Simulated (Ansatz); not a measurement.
Cartesian coordinates in Å:
```
F -1.658 0.273 1.318
B -1.151 -0.749 0.642
Cl -1.952 -2.302 0.787
O -0.069 -0.613 -0.127
Si 0.980 0.600 -0.557
H 2.330 0.201 -0.098
H 0.944 0.709 -2.033
H 0.575 1.881 0.069
```

The species carries charge 0 and has multiplicity 1.

Problem. List the PBE/def2-TZVPP orbital energies in eV (the Gaussian-basis code of Ansatz). (Best estimate.)

Solution. Ansatz gave: Occupied: -2739.12, -1780.67, -660.58, -511.25, -249.72, -190.41, -190.26, -190.21, -180.19, -138.34, -95.14, -95.04, -95.04, -30.70, -26.05, -20.92, -15.28, -13.61, -12.17, -11.95, -11.70, -10.09, -9.75, -9.71, -8.58, -8.34, -8.01, -7.77. Lowest empty: -1.07, -0.77, 0.47, 0.48, 0.55, 0.89, 2.03, 2.51.
